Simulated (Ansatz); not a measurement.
```yaml
crystal:
  periodic: [false, false, false]
  atoms:
    - {symbol: O, position_ang: [0.172112, 0.002829, 0.007386]}
    - {symbol: Ti, position_ang: [0.122112, 0.002829, -0.292614]}
    - {symbol: I, position_ang: [2.210596, -1.444200, -0.114721]}
    - {symbol: I, position_ang: [-1.628714, -1.250503, -1.653117]}
    - {symbol: I, position_ang: [0.695121, 2.202945, -1.445786]}
    - {symbol: H, position_ang: [-0.857439, 0.114121, 2.162552]}
basis:
  gaussian: {orbitals: def2-TZVP}
hamiltonian: {xc: {name: B3LYP}}
accuracy: high
scf: {lower_state_search: full}
output: {forces: true}
```

```sh
$ ansatz run in.yaml --threads 4 --pin off --events-out ev --progress --plain --max-ram 11315MiB
```

Shortened log:

```
Functional definition: B3LYP
4051 factors; integrals over basis functions are off by at most 3.7e-8 eV
mean field evaluation 1: about -47730.1611 eV, gradient 3.9e2 eV
mean field evaluation 2: about -47731.8904 eV, gradient 3.9e2 eV
mean field evaluation 4: about -47647.6465 eV, gradient 3.5e2 eV
mean field evaluation 8: about -47891.2003 eV, gradient 4.7e1 eV
mean field evaluation 16: about -47901.9230 eV, gradient 1.2e0 eV
mean field evaluation 32: about -47901.9304 eV, gradient 6.0e-4 eV
mean field -47901.93041609 eV, -1760.3634736968 hartree, gradient 2.6e-8 eV, S^2 0.000000; 12 other end points of the search recorded, 0 dependent functions left out
reference -47901.93045488 eV, -1760.3634751221 hartree; 53, 53 occupied and 179, 179 virtual orbitals, 4051 factors
Total energy: -47901.93045488 eV, -1760.3634751221 hartree
Atom 0 at     0.172112     0.002829     0.007386 Å, force  1951.957541     3.737770 11703.738355 eV/Å
Atom 1 at     0.122112     0.002829    -0.292614 Å, force -1953.541587    -4.094850 -11700.859737 eV/Å
Atom 2 at     2.210596    -1.444200    -0.114721 Å, force     0.925672    -0.345763    -0.052820 eV/Å
Atom 3 at    -1.628714    -1.250503    -1.653117 Å, force    -1.077874    -0.986381    -1.048859 eV/Å
Atom 4 at     0.695121     2.202945    -1.445786 Å, force     0.914867     1.660881    -0.305023 eV/Å
Atom 5 at    -0.857439     0.114121     2.162552 Å, force     0.821380     0.028343    -1.471915 eV/Å
Dipole moment:    -0.025859    -0.024412     0.280234 e Å
```

In this input one atom was put on top of another. The run converged. The result belongs to that input, not to the molecule as meant.
